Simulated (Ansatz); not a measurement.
C₂H₆GeS, SMILES `S[CH]1[CH2][GeH2]1`, relaxed with RKS PBE0-D4/def2-TZVP in Ansatz from a PBE-D4/def2-SVP geometry. The force threshold is 0.005 eV/Å; the program also tests the step.

The species carries charge 0 and has multiplicity 1.

Start:

```xyz
10

S     1.901    0.827    0.611
C     0.117    0.629    0.395
C    -0.428   -0.734    0.841
Ge   -0.609   -0.453   -1.093
H     2.122    1.662   -0.443
H    -0.479    1.502    0.718
H    -1.342   -0.725    1.458
H     0.312   -1.484    1.167
H     0.411   -1.124   -2.021
H    -2.004   -0.100   -1.633
```

Question: By how much does the energy fall, and how many steps does the optimiser take? (Estimate.)

Answer: Computed: 4.23 kJ/mol, in 6 steps.

Question: Which bonds change most? (Estimate.)

Answer: Ansatz gave: S1–C2 from 1.808 to 1.782 Å; C2–Ge4 from 1.978 to 1.953 Å; C3–Ge4 from 1.962 to 1.939 Å; S1–H5 from 1.363 to 1.343 Å.

Question: Give the relaxed structure. (Estimate.)

Answer: Ansatz gave: 
```xyz
10

S     1.863    0.843    0.620
C     0.109    0.628    0.389
C    -0.424   -0.733    0.835
Ge   -0.604   -0.451   -1.075
H     2.112    1.611   -0.454
H    -0.489    1.475    0.710
H    -1.314   -0.726    1.454
H     0.318   -1.458    1.152
H     0.402   -1.110   -2.005
H    -1.974   -0.079   -1.627
```
